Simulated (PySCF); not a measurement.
PySCF input file for C4H2BrF, SMILES C#C/C=C(\F)Br, C-PCM-M06-2X/def2-SVP. Coordinates come from a PBE-D3(BJ)/def2-SVP optimisation. The structure was generated by enumeration; whether it is a known compound was not checked.

```python
import numpy as np
from pyscf import gto, scf, dft
from pyscf.solvent import pcm

mol = gto.M(
    atom='''
    C    -0.16403344   -3.78046551    0.00000000
    C    -0.40131792   -2.57699965    0.00000000
    C    -0.71291888   -1.19582929    0.00000000
    C     0.23240603   -0.22193247    0.00000000
    F     1.53278428   -0.48075713    0.00000000
    Br   -0.16583396    1.61991421    0.00000000
    H     0.05199306   -4.83949735    0.00000000
    H    -1.76767764   -0.87932444    0.00000000
    ''',
    basis='def2-SVP',
    charge=0,
    spin=0,
    max_memory=1600,
    verbose=3,
)
mf = dft.RKS(mol, xc='m06-2x').density_fit(auxbasis='def2-universal-jkfit')
mf.grids.level = 4
mf.conv_tol = 1e-9
mf.max_cycle = 100
mf.kernel()
res = {}
for name, eps in {'water': 78.355, 'N,N-dimethylformamide': 37.219, '2-propanol': 19.264}.items():
    s = mf.PCM()
    s.with_solvent.method, s.with_solvent.eps, s.with_solvent.lebedev_order = 'C-PCM', eps, 29
    s.kernel(mf.make_rdm1())
    res[name] = (s.e_tot, eps, s.dip_moment(), s.mo_energy, s.converged)
    print(f'{name}: electrostatic solvation free energy {(s.e_tot - mf.e_tot) * 627.509474:.3f} kcal/mol')
```

Log of the run:

```
converged SCF energy = -2826.96033455997

WARN: PCM is an experimental feature. It is still in testing.
Features and APIs may be changed in the future.

converged SCF energy = -2826.96585522293
Dipole moment(X, Y, Z, Debye): -1.23442, -0.29655, -0.00000
water: electrostatic solvation free energy -3.464 kcal/mol

WARN: PCM is an experimental feature. It is still in testing.
Features and APIs may be changed in the future.

converged SCF energy = -2826.9657669287
Dipole moment(X, Y, Z, Debye): -1.22907, -0.29642,  0.00000
N,N-dimethylformamide: electrostatic solvation free energy -3.409 kcal/mol

WARN: PCM is an experimental feature. It is still in testing.
Features and APIs may be changed in the future.

converged SCF energy = -2826.96561095707
Dipole moment(X, Y, Z, Debye): -1.21969, -0.29618,  0.00000
2-propanol: electrostatic solvation free energy -3.311 kcal/mol
```

Self-consistency was reached.
